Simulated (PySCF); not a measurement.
The third ionisation energy along group 12

Calculated with PySCF 2.14 from differences of total energies of unrestricted determinants, without spin-orbit coupling. Values in eV. The last column holds reference values (NIST; (s) semi-empirical, (t) theoretical, else measured). Unmarked ones compare directly (S terms, centres of terms, or small fine structure); those marked * lie between the lowest fine-structure levels and include a spin-orbit shift.

```tsv
element	configurations	SCS-MP2 (valence)	CCSD (valence)	PBE	r2SCAN	MP2 (valence and next inner shell)	SCS-MP2 (valence and next inner shell)	reference
Zn (aug-cc-pwCVDZ-PP with ECP10MDF, ECP)	[Ar] 3d10 → [Ar] 3d9	39.666	39.357	40.031	39.450	40.386	39.957	39.723 *
Cd (aug-cc-pwCVDZ-PP with ECP28MDF, ECP)	[Kr] 4d10 → [Kr] 4d9	37.638	37.519	37.613	37.505	37.621	37.382	37.468 ± 0.006 *
Hg (aug-cc-pwCVDZ-PP with ECP60MDF, ECP)	[Xe] 4f14 5d10 → [Xe] 4f14 5d9	35.121	35.006	35.299	35.182	35.105	34.906	34.49 ± 0.05 *
```

"Valence" correlates the outer s and p shells and, in groups 3 to 12 and the f block, the outer d or f shell, open or full, or the next shell where the ion has no valence electron left; the wider scheme adds the next inner shell.
